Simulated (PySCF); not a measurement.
Bonds: Si1-C3, Si1-C14, Si1-C25, C3-C4, C3-C8, C4-C5, C5-C6, C6-C7, C7-C8, C14-C15, C14-C19, C15-C16, C16-C17, C17-C18, C18-C19, C25-C26, C25-C30, C26-C27, C27-C28, C28-C29, C29-C30. Si1 carries H2; C4 carries H9; C5 carries H10; C6 carries H11; C7 carries H12; C8 carries H13; C15 carries H20; C16 carries H21; C17 carries H22; C18 carries H23; C19 carries H24; C26 carries H31; C27 carries H32; C28 carries H33; C29 carries H34; C30 carries H35.

- shieldings: GIAO B3LYP/pcSseg-1
- coordinates at the PBE0-D3(BJ)/def2-SVP level
- code: PySCF
- non-relativistic Hamiltonian, isolated molecule, one computed conformer, fast rotation and ring inversion assumed for equivalent nuclei

References, each an isolated molecule treated in the same way: 13C, 1H, 29Si vs TMS.

| atoms | nucleus | count | δ (ppm) |
| --- | --- | --- | --- |
| C6/C17/C28 | 13C | 3 | 135.8 |
| C5/C7/C16/C18/C27/C29 | 13C | 6 | ? |
| H9/H13/H20/H24/H31/H35 | 1H | 6 | 7.39 |
| C4/C8/C15/C19/C26/C30 | 13C | 6 | 143.2 |
| C3/C14/C25 | 13C | 3 | 140.4 |
| H11/H22/H33 | 1H | 3 | 7.38 |
| Si1 | 29Si | 1 | ? |
| H2 | 1H | 1 | 5.77 |
| H10/H12/H21/H23/H32/H34 | 1H | 6 | ? |

Problem. Fill in the missing shifts.

Solution. 
- C5/C7/C16/C18/C27/C29: 133.8 ppm, carbon bonded to 2 C, H
- H10/H12/H21/H23/H32/H34: 7.34 ppm, hydrogen on a carbon bonded to 2 C
- Si1: -20.7 ppm, silicon bonded to 3 C, H

Shifts are as computed. Against solution values, carbons near 30 ppm lie about +2 ppm off and those near 130 ppm about +6 ppm (rms about the fit 1.1 ppm; single classes can miss by 10 ppm). Of 1328 compounds with measured shifts, 309 miss one by over three times the rms of a fit or turn the order of signals round; such compounds aren't used in these exercises. Signals without a measured value on file couldn't be tested in this way.
